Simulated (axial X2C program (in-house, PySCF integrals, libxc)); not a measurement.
## Nuclear properties of CuTe⁺

Computed with an in-house all-electron X2C program for linear molecules (integrals from PySCF): two-component X2C with atomic mean-field Coulomb and Gaunt terms, Gaussian nuclei, basis Te dyall-cv3z, Cu dyall-cv3z with contracted cores.

R = 2.413 Å (near the PBE0 minimum at charge 1 of the determinant lowest at the starting distance; the state shown can have its own minimum elsewhere).

Determinant lowest in the PBE0 search, Ω = 1 (⟨Sz⟩ = 0.97, ⟨Lz⟩ = 0.03 at PBE0), spin on the atoms Te 0.96, Cu 0.01:

| level | Eeff magnitude (GV/cm) | Ws magnitude Te (kHz) | Ws magnitude Cu (kHz) | A∥/gI Te (MHz) | qzz Te (a.u.) | A∥/gI Cu (MHz) | qzz Cu (a.u.) |
| --- | --- | --- | --- | --- | --- | --- | --- |
| PBE0 | 1.1 | 0.768 | 0.0939 | -969 | -6.10 | -223 | 0.07 |
| HF | 0.894 | 0.77 | 0.137 | -746 | -8.45 | -202 | -0.68 |
| B3LYP | 1.75 | 1.14 | 0.093 | -845 | -5.41 | -214 | 0.23 |
| TPSSh | 0.873 | 0.6 | 0.0784 | -955 | -5.19 | -217 | 0.26 |
| LDA | 1.98 | 1.24 | 0.0751 | -907 | -3.91 | -217 | 0.61 |

Determinant 0.39 eV from it at PBE0 and this distance, Ω = 0 (closed shell), highest spinor 80% Te p, 10% Cu d, 5% Cu s:

| level | qzz Te (a.u.) | qzz Cu (a.u.) |
| --- | --- | --- |
| PBE0 | -5.36 | 0.15 |
| HF | -8.71 | -0.68 |
| B3LYP | -4.87 | 0.29 |
| TPSSh | -4.20 | 0.36 |
| LDA | -3.09 | 0.66 |

Eeff is the effective electric field on the electron electric dipole moment in this Ω state and Ws the scalar–pseudoscalar constant of the nucleus named (defined with the proton number Z and per Ω); A∥ (defined per Ω) follows by multiplying with gI = μI/(I μN); qzz is the electric field gradient, eQq0 = 234.96 MHz × Q/barn × qzz. The operators were transformed with the bare-nucleus X2C matrices; with these basis sets, hyperfine constants and field gradients can be off by tens of per cent, and where levels differ in sign neither size nor sign is settled.

(1) With gI(125Te) = -1.7770, gI(63Cu) = 1.4824 (g factors from the IAEA table of nuclear moments by Stone), turn the PBE0 values of the first state into constants in MHz.

Each state is one determinant with collinear spin, which with several unpaired electrons need not be a pure state. Unrestricted Hartree–Fock can overshoot spin polarisation at the nuclei. A closed determinant beside an open π² or δ² triplet, such as (π1/2)², mixes with its partner pair into the 0⁺ component of the triplet and ¹Σ⁺, so its energy is not that of a level, and 0⁺ can lie lowest. With several open shells hyperfine constants can be off by a factor of several. Where Eeff spreads by more than a factor of two the levels disagree and none is to be relied on. Open-shell Ω = 0 determinants with evenly filled partner blocks cannot be reached by this program, so the Ω shown need not be the lowest component. States lie within half an eV, so the first need not be the ground state. Further determinants of the search, some of them spin-mixed, are not shown. Where a field gradient or hyperfine factor spreads by more than a factor of two over the levels, a constant derived from it is not to be relied on. PBE0 term energies can be off by some tenths of an eV.

Results:

(1) A∥(125Te) = -969 × -1.7770 = 1720 MHz; A∥(63Cu) = -223 × 1.4824 = -331 MHz.
